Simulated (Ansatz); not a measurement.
Isolated molecules relaxed with PBE0-D4/def2-TZVP in Ansatz; ΔE leaves out vibrations. CCSD(T)/CBS adds triple-zeta CCSD(T) − MP2 to the extrapolated MP2 energy (def2 sets, frozen cores). Functionals use def2-TZVPP. For Se, Ti outer-core shells are correlated without core-valence functions, which leaves a few kJ/mol of doubt a bond. Scalar relativity is left out up to krypton. Each species was taken in one conformer, which may not be the lowest.

Consider the redistribution: `OP[SiH2][SeH]` + `[OH][Ti]([F])([F])[F]` → `[F][Ti]([F])([F])[SeH]` + `O[SiH2]PO`.

```tsv
level	ΔE (kcal/mol)
ωB97M-V	2.4
PBE0	3.0
LC-ωPBE	4.4
HF/def2-TZVPP	3.2
```

**Question.** What does CCSD(T)/CBS give? (Best estimate.)

**Answer.** Computed: +1.9 kcal/mol. The listed levels differ from it by 0.5, 1.1, 2.5, 1.3 kcal/mol.

Largest T1 diagnostic among the species: 0.023, so the coupled-cluster value is less sure than usual.

At CCSD(T), def2-SVP lies +4.2 kcal/mol from the extrapolated value and def2-TZVPP −0.3 kcal/mol. In def2-TZVPP, CCSD(T) changes the Hartree–Fock value by −1.7 kcal/mol (the triples alone add −1.2 kcal/mol) and MP2 by −2.1 kcal/mol.
